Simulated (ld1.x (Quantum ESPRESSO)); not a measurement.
# What one change does to a pseudopotential (Tc (Z = 43), TM)

* Element: technetium (Tc)
* Generator: ld1.x (Quantum ESPRESSO) 7.5
* Type: norm-conserving Troullier–Martins (Kleinman–Bylander form)
* Functional: BP86
* Relativity: scalar-relativistic
* Frozen core: [Kr]
* Valence charge: 7
* Reference configuration: 4d5 5s2 5p0
* Partial waves: 5s (bound): rc 2.70 bohr; 5p (bound, empty): rc 2.75 bohr; 4f channel at 0.05 Ry: rc 2.70 bohr; 4d (bound): rc 2.20 bohr
* Local potential: the d channel
* Core correction: a·sin(br)/r model core inside 2.25 bohr

Change: functional LDA (PZ).

Cutoffs: the cutoffs (Ry, on a coarse ladder) from which the occupation-weighted sum of valence levels, in a spherical-Bessel basis at the reference potential, stays within 10 and 1 mRy of its value at 400 Ry; they do not see the model core or the augmentation charge, which bear on the density cutoff. Errors are all-electron minus pseudo energies relative to the spin-unpolarised reference configuration.

**Question.** How do hardness, ghosts and transferability respond?

**Answer.** The potential gets neither clearly harder nor softer (40 Ry and 45 Ry → 40 Ry and 45 Ry); both files keep a bound ghost (p, s); the number of tests that count goes from 6 to 8; of the 6 tests that both files solve, the error grows in 0 and shrinks in 4 by more than 15 % and 0.3 meV (median size 25.9 → 20.9 meV).

| quantity | base | changed |
| --- | --- | --- |
| cutoff, loose | 40 Ry | 40 Ry |
| cutoff, tight | 45 Ry | 45 Ry |
| bound ghosts | s, p | s, p |
| tests counted (converged, no solver errors) | 6 of 7 | 8 of 9 |
| error for 4d5 5s1 5p0, meV [ΔE 8.35 → 8.43 eV] | -5.6 | -4.5 |
| error for 4d5 5s0 5p0, meV [ΔE 23.36 → 23.63 eV] | -35 | -26 |
| error for 4d4 5s0 5p0, meV [ΔE 52.15 → 52.56 eV] | -97 | -65 |
| error for 4d4 5s2 5p0, meV [ΔE 11.76 → 11.80 eV] | -55 | -50 |
| error for 4d5.5 5s1.5 5p0, meV [ΔE -0.61 → -0.60 eV] | -17 | -15 |
| error for 4d5 5s1 5p1, meV [ΔE 3.80 → 3.84 eV] | -2.2 | -1.6 |
| s: phases at 2.99 bohr within 0.05 rad from the reference energy up to (Ry; the scan ends near 5) | 2.0 | 1.9 |
| p: phases at 2.99 bohr within 0.05 rad from the reference energy up to (Ry; the scan ends near 5) | 3.5 | 3.5 |
| d: phases at 2.99 bohr within 0.05 rad from the reference energy up to (Ry; the scan ends near 5) | 1.3 | 1.3 |
| f: phases at 2.99 bohr within 0.05 rad from the reference energy up to (Ry; the scan ends near 5) | 3.0 | 3.0 |

Base: Tests not counted: 4d5 5s0 5p1 (solver errors, printed error -2.7 eV). These tests converged, but a pseudo level misses the all-electron one widely, so the file describes the atom poorly there or has found another state: 4d4 5s2 5p0: empty 5p by 2.0 eV. Changed file: Tests not counted: 4d5 5s0 5p1 (solver errors, printed error -2.7 eV). A true bound ghost makes a file unfit for plane-wave use even where its test errors are small: the radial tests pick states by their node count and pass the ghost by. Where a test does run into it, the solver fails or the error is huge.
